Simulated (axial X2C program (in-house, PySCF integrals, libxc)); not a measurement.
**Low determinants of GeTe⁺ at the PBE0 level, scalar-relativistic**

Computed with an in-house all-electron X2C program for linear molecules (integrals from PySCF). Spin-free means the one-electron spin-free X2C Hamiltonian. Basis: Te dyall-cv3z [11s12p8d4f1g], Ge dyall-cv3z [9s9p7d4f1g] (cores contracted in-house); Gaussian nuclei, density fitting, unrestricted open shells. Masses: Te 129.906 u, Ge 73.921 u.

Search at 2.492 Å (vertical energies from the lowest determinant):

| ΔE (eV) | state | electrons beyond evenly filled partner blocks | electrons in σ, π, δ, φ |
| --- | --- | --- | --- |
| 0.00 | M_S = 1/2, Λ = 1 | π+α, π+β, π-α | 36 35 12 0 |
| 0.65 | M_S = 1/2, Λ = 0 | σα | 35 36 12 0 |
| 2.01 | M_S = 3/2, Λ = 1 | 2 × π+α, π-α | 36 35 12 0 |
| 2.42 | M_S = 3/2, Λ = 2 | σα, 2 × π+α, π+β, π-α | 35 36 12 0 |
| 2.42 | M_S = 3/2, Λ = 0 | σα, π+α, π+β, 2 × π-α | 35 36 12 0 |
| 2.87 | M_S = 1/2, Λ = 2 | σα, π+α, 2 × π+β, π-α | 35 36 12 0 |
| 2.90 | M_S = 1/2, Λ = 0 | σβ, π+α, π+β, 2 × π-α | 35 36 12 0 |

Lowest determinant, M_S = 1/2, Λ = 1 (beyond evenly filled blocks: π+α, π+β, π-α): Re = 2.486 Å, ωe = 269.0 cm⁻¹.

The determinant in row 2 of the search, M_S = 1/2, Λ = 0 (beyond evenly filled blocks: σα), was followed along the bond at PBE0; measured from the minimum of the lowest determinant it gives:

Te = 0.473 eV (3816 cm⁻¹), Re = 2.328 Å, ωe = 305.3 cm⁻¹.

Problem. Compare the bond of the determinant in row 2 with that of the lowest one.

Solution. At PBE0 its Re is 0.158 Å shorter and its force constant, which goes as ωe², is 1.29 times that of the lowest determinant. T0 ≈ Te + Δωe/2 = 3816 + (18) = 3834 cm⁻¹.

The search compares states at one distance, so a state with another bond length can lie lower; it is not exhaustive and yields mostly the lowest determinant of each block pattern, so other components and higher states of one pattern are missing. These are energies of single determinants, not of spin-adapted states; PBE0 term energies can be off by some tenths of an eV, and the functional has no current term. Row 1 is spin-contaminated (⟨S²⟩ = 0.77 against 0.75), so its values are not those of a pure state.
